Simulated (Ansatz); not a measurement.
GeH5P3: where a starting geometry ends

The starting geometry of this gas-phase singlet was optimised with GFN2-xTB.

```xyz
9

Ge   -0.4505    1.1425   -1.8567
P    -3.2456   -0.3365   -1.3014
P    -1.5455   -0.8523   -2.5538
P     0.5972    0.1392   -0.0050
H    -4.0294   -1.3796   -1.7822
H    -2.7984   -1.0909   -0.2239
H    -2.1032   -0.2242   -3.6683
H     1.4719    1.2054    0.1791
H     1.4835   -0.5108   -0.8573
```

Predict what it relaxes into with BLYP-D3(BJ)/def2-SVP.

A new bond forms, giving a structure given below by its coordinates. Contacts that close: Ge1–P2 (3.21 → 2.52 Å).

The energy falls by 0.49 eV over 24 steps:

```json
{"step": "1", "E − E(last) (eV)": "0.493"}
{"step": "4", "E − E(last) (eV)": "0.164"}
{"step": "6", "E − E(last) (eV)": "0.124"}
{"step": "9", "E − E(last) (eV)": "0.093"}
{"step": "11", "E − E(last) (eV)": "0.056"}
{"step": "14", "E − E(last) (eV)": "0.025"}
{"step": "16", "E − E(last) (eV)": "0.003"}
{"step": "19", "E − E(last) (eV)": "0.000"}
{"step": "21", "E − E(last) (eV)": "0.000"}
{"step": "24", "E − E(last) (eV)": "0.000"}
```

Final geometry (Å):

```xyz
9

Ge   -0.7519    1.0946   -1.8864
P    -2.6951   -0.3448   -1.1649
P    -1.3674   -1.1843   -2.7849
P     0.5246   -0.0845   -0.1241
H    -4.0290   -0.4081   -1.6713
H    -2.7100   -1.3514   -0.1531
H    -2.2246   -0.6250   -3.8053
H     0.9576    1.1358    0.5111
H     1.6759   -0.1395   -0.9906
```

Frequencies at the end are all real (lowest 104 cm⁻¹). Run with Ansatz 0.2.0, 58 s on 2 threads of AMD EPYC 7R43 64-Core Processor (Zen 3) (shared host).
